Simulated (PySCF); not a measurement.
Electron correlation in Ar⁺ (argon, charge +1)

[Ne] 3s1 3p6, 2S determinant (an excited configuration). Computed with PySCF 2.14 in ANO-RCC-VTZP (5s4p2d1f, 34 functions), with scalar relativity by spin-free X2C-1e. Frozen: 1s2; 15 electrons correlated.

```json
{"level": "CCSD", "correlation energy (mhartree)": "-377.56"}
{"level": "(T)", "correlation energy (mhartree)": "-33.26"}
{"level": "CCSD(T)", "correlation energy (mhartree)": "-410.82"}
```

Diagnostics: T1 = 0.0090, D1 = 0.0282, largest double amplitude 0.201.

A double-excitation amplitude exceeds 0.15, a sign of near-degeneracy.

Cost of the coupled-cluster step: of the order of 1.5 core-seconds, for 15 correlated electrons.
